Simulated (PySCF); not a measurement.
CCl3, charge +1, multiplicity 1.

```xyz
4

Cl     1.6480     0.0000     0.0000
C      0.0000     0.0000     0.0000
Cl    -0.8240     1.4272     0.0000
Cl    -0.8240    -1.4272     0.0000
```
Charge +1, spin multiplicity 1.

Coordinates come from a PBE0-D3(BJ)/def2-SVP optimisation. The multiplicity is an assumed one; other spin states were not compared. The isomer is the one that the SMILES or the coordinates give; other isomers of the formula were not compared.

The numbers are results of PBE/pcSseg-2 (PySCF), not measurements. Non-relativistic, no solvent.

Computed absolute GIAO shielding of each atom: isotropic value and principal components (ppm):
```csv
atom,σ(iso),σ11,σ22,σ33,span
Cl1,13.4,-379.1,137.0,282.2,661.3
C2,-67.7,-125.4,-125.4,47.7,173.0
Cl3,13.4,-379.1,137.0,282.2,661.2
Cl4,13.4,-379.1,137.0,282.2,661.2
```
